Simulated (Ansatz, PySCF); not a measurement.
Gas-phase reaction (SMILES): CS[Si](Cl)(SC)SC [chloro-tris(methylsulfanyl)silane] + 7 [H][H] (H2) → 3 C (CH4) + Cl (HCl) + 3 S (H2S) + [SiH4] (SiH4); energy of full hydrogenation.

Each molecule is optimised on its own at B3LYP-D3(BJ)/def2-TZVP (Ansatz, a quantum-chemistry and plane-wave program), one conformer each, not searched for the lowest. Valence correlation only, unless marked. Spin-orbit coupling is left out. No relativistic terms. CBS marks a two-point X^-3 extrapolation of the correlation energy; Hartree-Fock from the larger set. [CCSD(T)-MP2]/basis is that difference in the basis named. Thermal terms are rigid-rotor harmonic-oscillator values from B3LYP-D3(BJ) frequencies (PySCF) at 298.15 K and 1 atm. 1 Eh = 627.5095 kcal/mol.

```csv
species,"E, RI-MP2/CBS(aug-cc-pV(T+d)Z,aug-cc-pV(Q+d)Z)+[CCSD(T)-MP2]/aug-cc-pV(T+d)Z (Ansatz) (Eh)","E, PBE-D3(BJ)/def2-TZVPD (Ansatz + dftd3) (Eh)",H - E (Eh),G - E (Eh)
CS[Si](Cl)(SC)SC,-2061.90020,-2063.27105,0.13542,0.07982
[H][H] (H2),-1.17524,-1.16598,0.01336,-0.00144
C (CH4),-40.46129,-40.46420,0.04840,0.02728
Cl (HCl),-460.37874,-460.62865,0.01000,-0.01120
S (H2S),-398.97028,-399.22909,0.01881,-0.00454
[SiH4] (SiH4),-291.46108,-291.72290,0.03520,0.01198
```

Task: Work out ΔE and ΔH, ΔG, ΔS and the equilibrium constant at 298.15 K at the first level, then ΔH at the second.

Result: 
1. ΔE = [3×(-40.46129) + (-460.37874) + 3×(-398.97028) + (-291.46108)] - [(-2061.90020) + 7×(-1.17524)] = -0.00765 Eh = -4.8 kcal/mol at RI-MP2/CBS(aug-cc-pV(T+d)Z,aug-cc-pV(Q+d)Z)+[CCSD(T)-MP2]/aug-cc-pV(T+d)Z.
2. The terms H - E add up to 0.01789 Eh, so ΔH = (-0.00765 + (0.01789))×627.5095 = 6.4 kcal/mol.
3. The terms G - E add up to -0.00074 Eh, so ΔG = -5.3 kcal/mol, and ΔS = (0.01789 - (-0.00074))×627509.5/298.15 = 39.2 cal/(mol K).
4. log10 K = -ΔG/(RT ln 10) = 3.9, with RT ln 10 = 1.3642 kcal/mol.
5. With ΔH and ΔS taken as constant, ΔG changes sign near ΔH/ΔS = 160 K, a rough figure that leaves out heat capacities.
6. At PBE-D3(BJ)/def2-TZVPD the same steps give ΔE = 0.9 and ΔH = 12.2 kcal/mol, a shift of +5.8 from the first level.
7. These values are not checked against measurement here, since the tables used lack a sound gas-phase enthalpy of formation for at least one species.
